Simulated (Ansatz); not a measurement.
Two isomers of C3H7Ga: A = `C=C[CH2][GaH2]`, B = `C1[CH2][GaH][CH2]1`.

Isolated molecules relaxed with PBE0-D4/def2-TZVP in Ansatz; ΔE leaves out vibrations. CCSD(T)/CBS adds triple-zeta CCSD(T) − MP2 to the extrapolated MP2 energy (def2 sets, frozen cores). Functionals use def2-TZVPP. B3LYP here is the variant with VWN-RPA as its local correlation; programs differ in this. For Ga outer-core shells are correlated without core-valence functions, which leaves a few kJ/mol of doubt a bond. Scalar relativity is left out up to krypton. One conformer a species, not always the lowest.

Q: Which is lower in electronic energy at CCSD(T)/CBS, and by how much? (Estimate.)

A: Computed: A, by 0.6 kcal/mol.

Q: Give E(B) − E(A) in kcal/mol with PBE0-D4, r2SCAN-D4, HF/def2-TZVPP, CCSD(T)/def2-TZVPP, BLYP-D4, B3LYP-D4, PBE-D4. (An estimate is asked.)

A: Computed: PBE0-D4 -1.1, r2SCAN-D4 2.1, HF/def2-TZVPP 3.1, CCSD(T)/def2-TZVPP 0.7, BLYP-D4 3.6, B3LYP-D4 2.3, PBE-D4 0.2. The order is the other way round with PBE0-D4.

Q: Does the order hold for the free energy at 298.15 K (harmonic terms from PBE0-D4)? (Best estimate.)

A: The calculation gave: Yes: G(B) − G(A) = +3.1 kcal/mol, for one conformer each.

Largest T1 diagnostic: 0.013.

From PBE to PBE0 (25 % exact exchange), in def2-TZVPP and without D4, E(B) − E(A) moves by −1.3 kcal/mol. Leaving LDA and LC-ωPBE aside and taking each functional with its dispersion term where it has one, the values, not all of them listed here, spread over 5.4 kcal/mol, from PBE-QIDH to BLYP-D4. LDA lies −1.1 kcal/mol from PBE without D4.
